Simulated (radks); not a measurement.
Values are calculated unless marked as measured or tabulated.
Ionisation of Al, [Ne] 3s2 3p1, to Al+, [Ne] 3s2, under several functionals. Non-relativistic Kohn-Sham, spin-polarised, spherical densities, point nucleus; open shells are filled with parallel spins first; a radial shooting solver on a logarithmic mesh with Libxc functionals.

functional                               E(Al) (hartree)  Exc (hartree)  IE (eV)  -e(HOMO) (eV)  <r> HOMO (bohr)  IE error (eV)
HCTH/407                                      -242.38148      -18.58006    6.050          3.107            3.321         +0.064
revPBE                                        -242.31790      -18.48941    5.954          3.010            3.394         -0.032
LDA (Slater exchange, VWN5 correlation)       -241.32116      -17.45223    6.002          3.027            3.390         +0.016
RPBE                                          -242.34920      -18.52134    5.964          3.021            3.406         -0.021
Tao-Mo meta-GGA                               -242.28301      -18.45637    5.879          2.948            3.354         -0.107

NIST Atomic Spectra Database: 5.986 eV (measured). Closest: LDA (Slater exchange, VWN5 correlation). The Delta-SCF values span 0.17 eV, the total energies 1.06 hartree. The highest occupied level is 3p. Open shells are spherical and high-spin; term and fine-structure splittings are not resolved.
